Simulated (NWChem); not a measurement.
System: CH5FOSi; SMILES C[SiH](O)F

```xyz
9

Si     0.0081     0.0749     0.3565
C     -0.3815    -1.6526    -0.2065
O     -1.0771     1.1952    -0.1895
F      1.4885     0.4350    -0.2176
H      0.0402     0.2317     1.8291
H     -1.3824    -1.9614     0.1326
H      0.3531    -2.3663     0.1980
H     -0.3509    -1.7308    -1.3050
H     -1.2645     1.2171    -1.1322
```
Atoms are numbered in this order, from 1.

Results from NWChem. All runs use the structure optimised with PBE0/def2-SVP. Ions are spin-unrestricted doublets at the neutral geometry; other ion states weren't tried.

Q: Predict the results for PBE/def2-SVP. Quantities: vertical ionisation energy, ΔSCF (eV); −ε(HOMO) (eV).

A: 
```json
{
 "vertical ionisation energy, ΔSCF (eV)": "10.61",
 "−ε(HOMO) (eV)": "7.22"
}
```
